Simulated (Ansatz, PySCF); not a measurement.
Molecule: CH$_{7}$FNSi$_{2}$ (charge 0, doublet). It need not be the lowest isomer of its formula. SMILES: C[Si@H](F)[N][SiH3]
Coordinates optimised at B3LYP-D3(BJ)/def2-TZVP (Ansatz, a quantum-chemistry and plane-wave program):
```
N
Si 1 1.7013
F 2 1.6115 1 113.90
Si 1 1.7186 2 144.36 3 2.45
H 2 1.4790 3 106.08 1 116.65
H 4 1.4809 1 110.10 2 -152.17
H 4 1.4833 6 109.01 1 -126.07
H 4 1.4873 6 109.33 7 -119.27
C 2 1.8611 5 113.83 3 -118.15
H 9 1.0905 2 110.58 5 -57.87
H 9 1.0912 10 108.51 2 121.70
H 9 1.0918 10 108.87 11 117.61
```
Charge 0, spin multiplicity 2.

Wanted: atomisation energy (electronic, to ground-state atoms), in eV. Valence correlation only, unless marked. Open shells are spin-unrestricted. No spin-orbit coupling. Non-relativistic. The coupled-cluster limit lacks core correlation, which all-electron functionals hold. CBS marks a two-point X^-3 extrapolation of the correlation energy; Hartree-Fock from the larger set. [CCSD(T)-MP2]/basis is that difference in the basis named.

```json
[
 {"level": "HF/cc-pV(T+d)Z", "program": "Ansatz", "atomisation energy (eV)": "32.23"},
 {"level": "HF-D3(BJ)/def2-TZVPD", "program": "PySCF + dftd3", "atomisation energy (eV)": "34.21"},
 {"level": "PBE0/def2-TZVPD", "program": "Ansatz", "atomisation energy (eV)": "42.59"},
 {"level": "B2PLYP-D4/def2-TZVPD", "program": "Ansatz + dftd4", "atomisation energy (eV)": "42.70"},
 {"level": "SCS-MP2/STO-3G", "program": "Ansatz", "atomisation energy (eV)": "42.14"},
 {"level": "SCS-MP2/6-31G*", "program": "Ansatz", "atomisation energy (eV)": "38.39"},
 {"level": "RI-MP2/CBS(cc-pV(T+d)Z,cc-pV(Q+d)Z)+[CCSD(T)-MP2]/cc-pV(T+d)Z", "program": "Ansatz", "atomisation energy (eV)": "43.18"}
]
```
